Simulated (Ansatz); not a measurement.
Geometry optimisation, Ansatz, RKS r2SCAN-D4/STO-3G.

Input file:

```yaml
crystal:
  periodic: [false, false, false]
  atoms:
    - { symbol: Al, position_ang: [0.0, 0.0, 0.0] }
    - { symbol: O, position_ang: [0.0, 0.0, 1.78] }
    - { symbol: Si, position_ang: [-1.3147, -0.4067, 2.7436] }
    - { symbol: H, position_ang: [-2.239, -1.2403, 1.9804] }
    - { symbol: H, position_ang: [-0.8506, -1.1432, 3.9157] }
    - { symbol: H, position_ang: [-1.9987, 0.8095, 3.1733] }
    - { symbol: F, position_ang: [1.4635, 0.0, -0.845] }
    - { symbol: F, position_ang: [-1.4635, 0.0, -0.845] }
basis:
  gaussian: { orbitals: STO-3G }
hamiltonian:
  xc: r2scan
  dispersion: d4
relax:
  f_tol: 0.02
  max_steps: 40
```

Command:

```bash
$ ansatz run input.yaml --threads 1 --pin off --max-ram 2048MiB --backend cpu --events-out ev --progress --plain --runs-dir out
```

Where does it end, and by what steps?

It converged. The force dipped under the threshold on the way, but the program's further checks kept it going. Limits of this set-up: minimal basis. After 10 steps the energy has fallen by 0.363 eV; H6 moved furthest, 0.47 Å.

```
step  energy less start (eV)  largest force component (eV/Å)  accepted
   0                  0.0000                           2.397       yes
   1                 -0.2565                           1.139       yes
   2                 -0.3066                           1.039       yes
   3                 -0.3442                           0.640       yes
   4                 -0.3571                           0.246       yes
   5                 -0.3598                           0.131       yes
   6                 -0.3622                           0.062       yes
   7                 -0.3627                           0.005       yes
   8                 -0.3628                           0.057       yes
   9                 -0.3629                           0.032       yes
  10                 -0.3630                           0.004       yes
```

```xyz
8
Properties=species:S:1:pos:R:3
Al -0.013 0.019 0.094
O 0.141 -0.403 1.723
Si -1.282 -0.485 2.637
H -2.223 -1.474 2.133
H -0.913 -0.862 3.986
H -1.986 0.787 2.701
F 1.342 0.107 -0.802
F -1.469 0.331 -0.570
```

Whether the end is a true minimum wasn't checked by a vibrational analysis.

Time of the run: 34 s on 1 thread of Arm Neoverse V2, on a shared host, peak memory 0.16 GiB.
